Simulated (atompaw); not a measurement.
## Plane-wave convergence, PAW (atompaw) potential for cobalt

| Quantity | Value |
| --- | --- |
| Element | Co (Z = 27) |
| Generator | atompaw 4.2.0.5 |
| Type | PAW |
| Functional | PBE |
| Relativity | scalar-relativistic |
| Frozen core | [Ne] 3s2 |
| Valence charge | 15 |
| Reference configuration | 3p6 3d7 4s2 4p0 |
| Partial waves | 4s (bound); 4s channel at 2.55 Ry; 3p (bound); 4p (bound, empty); 3d (bound); 3d channel at 0.65 Ry |
| Local potential | bessel scheme, radius 2.35 bohr |
| Core correction | smooth core density matched at 1.35 bohr |
| Augmentation charge | sinc compensation charge, radius 2.00 bohr; PAW radius 2.65 bohr; waves and projectors: bloechl |

The pseudo-atom Hamiltonian at the reference potential is diagonalised in spherical Bessel functions j_l(qr) that vanish at 20 bohr, with q² up to the cutoff. All-electron valence levels (Ry): 4s -0.4020, 3p -4.8242, 4p -0.0938, 3d -0.6030.

Q: How do the lowest levels (Ry) of each channel move with the cutoff, and are there ghosts?

A:

| cutoff (Ry) | s #1 | p #1 | p #2 | d #1 | f #1 | f #2 | Σ f·Δε (mRy) |
| --- | --- | --- | --- | --- | --- | --- | --- |
| 8 | -0.4019 | -4.5986 | -0.0278 | -0.4750 | 0.1119 | 0.2369 | 2249.3 |
| 12 | -0.4020 | -4.7357 | -0.0437 | -0.5638 | 0.1119 | 0.2369 | 805.4 |
| 15 | -0.4020 | -4.7859 | -0.0610 | -0.5815 | 0.1119 | 0.2369 | 380.4 |
| 21 | -0.4020 | -4.8149 | -0.0829 | -0.5991 | 0.1119 | 0.2369 | 83.2 |
| 25 | -0.4020 | -4.8216 | -0.0905 | -0.6013 | 0.1119 | 0.2369 | 27.8 |
| 35 | -0.4020 | -4.8241 | -0.0936 | -0.6029 | 0.1119 | 0.2369 | 1.5 |
| 40 | -0.4020 | -4.8242 | -0.0937 | -0.6030 | 0.1119 | 0.2369 | 0.4 |
| 50 | -0.4020 | -4.8242 | -0.0938 | -0.6030 | 0.1119 | 0.2369 | 0.0 |
| 400 | -0.4020 | -4.8242 | -0.0938 | -0.6030 | 0.1119 | 0.2369 | 0.0 |

Result: no extra level below or beside the all-electron valence levels (s, p, d, f tested); 10 mRy is reached at 30 Ry and 1 mRy at 40 Ry.
